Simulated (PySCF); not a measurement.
C3H3, SMILES c1c[cH+]1, charge +1.

Geometry optimised at PBE-D3(BJ)/def2-TZVP.

All values below come from PySCF with TDDFT-LC-ωPBE/def2-SVPD.

Vertical excitations; the highest root listed may be one member of a degenerate set. The molecule is in vacuum. State labels are in the subgroup C2v.

```
state  symmetry  energy (eV)  λ (nm)      f                                     main pairs
-----  --------  -----------  ------  -----  ---------------------------------------------
S1           A2         7.21     172  0.000             HOMO−1→LUMO 49 %, HOMO→LUMO+1 49 %
S2           B2         7.61     163  0.000      HOMO−1→LUMO+1, HOMO→LUMO (degenerate set)
S3           A2         7.61     163  0.000      HOMO→LUMO+1, HOMO−1→LUMO (degenerate set)
S4           B2         7.77     159  0.000             HOMO→LUMO 50 %, HOMO−1→LUMO+1 50 %
S5           B1         9.64     129  0.131                   HOMO−2→LUMO (degenerate set)
S6           A1         9.64     129  0.131                 HOMO−2→LUMO+1 (degenerate set)
S7           B2        12.73      97  0.000                 HOMO−3→LUMO+1 (degenerate set)
S8           A2        12.73      97  0.000                   HOMO−3→LUMO (degenerate set)
S9           A1        13.23      94  0.009  HOMO−1→LUMO+2, HOMO−1→LUMO+5 (degenerate set)
S10          B1        13.23      94  0.009      HOMO→LUMO+2, HOMO→LUMO+5 (degenerate set)
T1           A2         6.57     189      0             HOMO−1→LUMO 48 %, HOMO→LUMO+1 48 %
T2           B1         6.91     180      0                   HOMO−2→LUMO (degenerate set)
T3           A1         6.91     179      0                 HOMO−2→LUMO+1 (degenerate set)
T4           B2         6.93     179      0             HOMO−1→LUMO+1 49 %, HOMO→LUMO 49 %
```
Triplets are in the Tamm–Dancoff approximation, which puts them higher than full response would, so one can lie above its singlet here.
